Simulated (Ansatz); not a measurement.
```yaml
crystal:
  periodic: [false, false, false]
  atoms:
    - {symbol: O, position_ang: [-0.512306, 0.488885, -1.090611]}
    - {symbol: Sn, position_ang: [0.239226, -0.631886, 0.053361]}
    - {symbol: F, position_ang: [1.486725, 0.309286, 0.944600]}
    - {symbol: Cl, position_ang: [-1.330279, -1.673748, 1.485831]}
    - {symbol: H, position_ang: [0.105685, 1.318856, -1.546873]}
basis:
  gaussian: {orbitals: def2-SVPD, final_grid: {core_spheres: 8, valence_spheres: 7, degree: 23}}
magnetization: {spin_polarized: true, initial_magnetization: 1}
hamiltonian: {xc: {name: PBE1PBE}}
output: {forces: true}
```

```sh
$ ansatz run in.yaml --threads 4 --pin off --events-out ev --progress --plain --max-ram 10444MiB
```

It prints (some lines left out):

```
Error: YAML parse error: error: line 12 column 19: hamiltonian.xc: no functional is named "PBE1PBE"; the names, which are not case-sensitive, are SVWN5, SPW92, PBE, PBE0, PBEsol, revPBE, revPBE0, RPBE, rPW86-PBE, HSE06, wPBEh, LC-wPBE, HISS, HF, BLYP, B3LYP, B3LYP5, BHLYP, CAM-B3LYP, r2SCAN, r2SCANh, r2SCAN0, r2SCAN50, m-r2SCAN, B97, wB97, wB97X, wB97X-V, B97M-V, wB97M-V, B2PLYP, B2GP-PLYP, PBE0-DH, PBE-QIDH
10 |   gaussian: {orbitals: def2-SVPD, final_grid: {core_spheres: 8, valence_spheres: 7,…
11 | magnetization: {spin_polarized: true, initial_magnetization: 1}
12 | hamiltonian: {xc: {name: PBE1PBE}}
13 | output: {forces: true}
```

(1) Something in this input is off. What?

## Answers

(1) The method's name isn't one that the program takes here. The program refused the input.

HSE06 is defined as in plane-wave codes.
